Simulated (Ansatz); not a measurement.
Energy needed to pull apart B$_{2}$H$_{3}$Br (SMILES BBBr), closed shell, into free ground-state atoms, from the structure below (displaced at random from a GFN2-xTB minimum); no zero-point or spin–orbit terms; open-shell atoms are treated unrestricted, in their ground-state multiplicity.

```tsv
atom	x (Å)	y (Å)	z (Å)
B1	-0.2360	0.0497	-0.7269
B2	0.0717	-0.2005	0.8104
Br3	0.6701	1.3238	1.7230
H4	-1.4910	0.2809	-1.0853
H5	0.6417	-0.0298	-1.6591
H6	0.2494	-1.2065	1.2610
```

Ansatz 0.2.0; basis: def2-TZVPP; cores frozen in the correlated methods. Filled d shells of the heavier atoms are correlated. The def2 sets are not built for correlating such inner shells, so the correlated values are less sure here.

| method | atomization energy (kJ/mol) |
| --- | --- |
| SPW92 | 2096 |
| PBE-D4 | 1887 |
| r2SCAN-D4 | 1883 |
| PBE0-D4 | 1870 |
| wB97X-V | 1855 |
| wB97M-V | 1856 |
| HF | 1460 |
| MP2 | ? |
| CCSD | ? |
| CCSD(T) | 1798 |

Question: What does CCSD give? (To be estimated.)

Answer: Computed: 1776 kJ/mol, which is about 22 kJ/mol less than CCSD(T)/def2-TZVPP.

Question: What does MP2 give? (An estimate is asked for; the value comes from the calculation.)

Answer: By the calculation: 1830 kJ/mol, which is about 32 kJ/mol more than CCSD(T)/def2-TZVPP.

In triple zeta the MP2 and coupled-cluster atomization energies are still short of their basis limit by a few kcal/mol a bond, whereas those of the functionals are nearly converged, so these differences are not deviations from converged CCSD(T).

The T1 diagnostic stays at or below 0.012.

For scale, one of the runs: CCSD(T)/def2-TZVPP forces, 152 basis functions (an equivalent command: `ansatz run in.yaml --threads 4`). Hardware: 4 CPU threads, shared host. Wall time 83 s; peak host memory 1.8 GiB.
